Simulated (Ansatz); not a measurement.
The inner images of a band of Cl₂GaH₄N (8 atoms, charge 0, multiplicity 1) are given out of order.

Theory: Ansatz, RKS B3LYP-D4/def2-SVP.

Image 0:

```xyz
8
Properties=species:S:1:pos:R:3
Ga 0.008 0.010 0.251
H -0.169 0.943 1.487
Cl 1.959 -0.070 -0.761
Cl -1.687 -0.286 -1.120
N 0.055 -1.984 0.966
H -0.705 -2.491 0.505
H 0.944 -2.394 0.664
H -0.035 -2.106 1.977
```

Image 8:

```xyz
8
Properties=species:S:1:pos:R:3
Ga 0.111 -0.777 -0.592
H -0.154 0.313 2.760
Cl 1.945 0.279 -0.946
Cl -1.716 -0.013 -1.417
N 0.099 -2.266 0.420
H -0.729 -2.836 0.549
H 0.946 -2.705 0.763
H -0.133 -0.374 2.433
```

Q: Put them in order from the first end to the last, with their energies above the first end.
A.
```xyz
8
Properties=species:S:1:pos:R:3
Ga 0.111 -0.743 -0.358
H -0.204 0.367 2.125
Cl 1.950 0.307 -0.714
Cl -1.723 0.115 -1.073
N 0.116 -2.320 0.521
H -0.704 -2.911 0.591
H 0.976 -2.798 0.763
H -0.154 -0.395 2.115
```
B.
```xyz
8
Properties=species:S:1:pos:R:3
Ga 0.015 -0.027 0.170
H -0.155 0.701 1.542
Cl 1.959 0.068 -0.838
Cl -1.700 -0.129 -1.188
N 0.059 -2.011 0.942
H -0.693 -2.616 0.603
H 0.953 -2.485 0.793
H -0.068 -1.878 1.947
```
C.
```xyz
8
Properties=species:S:1:pos:R:3
Ga 0.088 -0.629 -0.229
H -0.176 0.164 1.893
Cl 1.954 0.325 -0.717
Cl -1.733 0.115 -1.097
N 0.093 -2.205 0.711
H -0.696 -2.840 0.666
H 0.972 -2.689 0.863
H -0.134 -0.618 1.880
```
D.
```xyz
8
Properties=species:S:1:pos:R:3
Ga 0.039 -0.216 0.008
H -0.144 0.190 1.607
Cl 1.992 0.264 -0.802
Cl -1.750 0.050 -1.183
N 0.063 -2.060 0.918
H -0.703 -2.724 0.775
H 0.948 -2.573 0.966
H -0.076 -1.308 1.681
```
E.
```xyz
8
Properties=species:S:1:pos:R:3
Ga 0.059 -0.405 -0.083
H -0.158 0.059 1.715
Cl 1.982 0.300 -0.764
Cl -1.746 0.070 -1.158
N 0.071 -2.098 0.876
H -0.689 -2.767 0.734
H 0.956 -2.605 0.936
H -0.105 -0.932 1.714
```
F.
```xyz
8
Properties=species:S:1:pos:R:3
Ga 0.027 -0.081 0.089
H -0.146 0.438 1.564
Cl 1.981 0.188 -0.845
Cl -1.723 -0.010 -1.212
N 0.061 -2.044 0.911
H -0.705 -2.694 0.722
H 0.948 -2.553 0.909
H -0.074 -1.621 1.832
```
G.
```xyz
8
Properties=species:S:1:pos:R:3
Ga 0.111 -0.796 -0.467
H -0.167 0.512 2.455
Cl 1.939 0.287 -0.776
Cl -1.729 0.041 -1.191
N 0.115 -2.368 0.409
H -0.707 -2.959 0.473
H 0.970 -2.848 0.666
H -0.162 -0.248 2.400
```

A: B (+6.7 kJ/mol), F (+29.8 kJ/mol), D (+96.4 kJ/mol), E (+197.5 kJ/mol), C (+143.2 kJ/mol), A (+117.3 kJ/mol), G (+114.2 kJ/mol).

Run time: 3.7 min on 2 threads of Arm Neoverse V2, with other jobs on the host, peak memory 0.24 GiB.
